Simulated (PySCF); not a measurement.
## Working out the ionisation energy of Nb²⁺

Nb²⁺ [Kr] 4d3 (4F) → Nb³⁺ [Kr] 4d2 (3F). All numbers are calculated (PySCF 2.14, scalar relativity by spin-free X2C-1e, in x2c-TZVPPall with one added diffuse shell each of s, p, d, f type (9s7p7d3f1g, 95 functions)). Frozen: [Kr]. Energies in hartree (1 hartree = 27.21139 eV):

```tsv
part	Nb²⁺ (lower)	Nb³⁺ (upper)
UHF	-3816.535248	-3815.644609
CCSD correlation	-0.018211	-0.004579
(T)	-0.000088	0.000000
```

Task: What does Hartree-Fock give?

Result: (-3815.644609) − (-3816.535248) = 0.890639 hartree = 24.236 eV.

Task: What do CCSD and CCSD(T) give?

Result: The CCSD correlation energies differ by 0.013632 hartree = 0.371 eV and the triples by 0.000088 hartree = 0.002 eV, so CCSD gives 24.607 eV and CCSD(T) 24.609 eV.

A first-order spin-orbit estimate adds -0.023 eV to CCSD(T) (valence), giving 24.586 eV against 25.04 eV (semi-empirical (NIST evaluation); NIST Atomic Spectra Database, ionization energies).

What remains against the reference includes basis incompleteness, the frozen core and higher excitations.
